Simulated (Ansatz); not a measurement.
Program: Ansatz. Geometries: PBE0-D4/def2-TZVP. ΔE: electronic, gas phase. CBS: MP2 limit from def2 TZ/QZ plus the TZ coupled-cluster correction, frozen cores. Functionals use def2-TZVPP. For Ti outer-core shells are correlated without core-valence functions, which leaves a few kJ/mol of doubt a bond. Scalar relativity is left out up to krypton. One conformer a species, not always the lowest.

`[OH][Ti]([OH])([F])[Cl]` + `CC1=CC(C(F)(F)F)=[O+][Ti-]([F])([F])([F])[O]1` → `CC1=CC(C(F)(F)F)=[O+][Ti-]([OH])([F])([Cl])[O]1` + `[OH][Ti]([F])([F])[F]`  (redistribution)

Problem. Is it downhill or uphill in electronic energy at CCSD(T)/CBS, and by how much? (An estimate is asked.)

Solution. Computed: Uphill: ΔE = +0.04 eV.

Problem. What do these levels give: B97M-V, r2SCAN0-D4, r2SCAN0, CCSD/def2-SVP, MP2/def2-TZVPP, SCS-MP2/def2-TZVPP? (Best estimate.)

Solution. Ansatz gave: B97M-V 0.03, r2SCAN0-D4 0.04, r2SCAN0 0.06, CCSD/def2-SVP 0.02, MP2/def2-TZVPP -0.01, SCS-MP2/def2-TZVPP 0.01 eV.

Largest T1 diagnostic among the species: 0.024, so the coupled-cluster value is less sure than usual.

In def2-TZVPP, CCSD(T) changes the Hartree–Fock value by −0.11 eV (the triples alone add −0.03 eV) and MP2 by −0.14 eV. At CCSD(T), def2-SVP lies −0.05 eV from the extrapolated value and def2-TZVPP −0.03 eV.
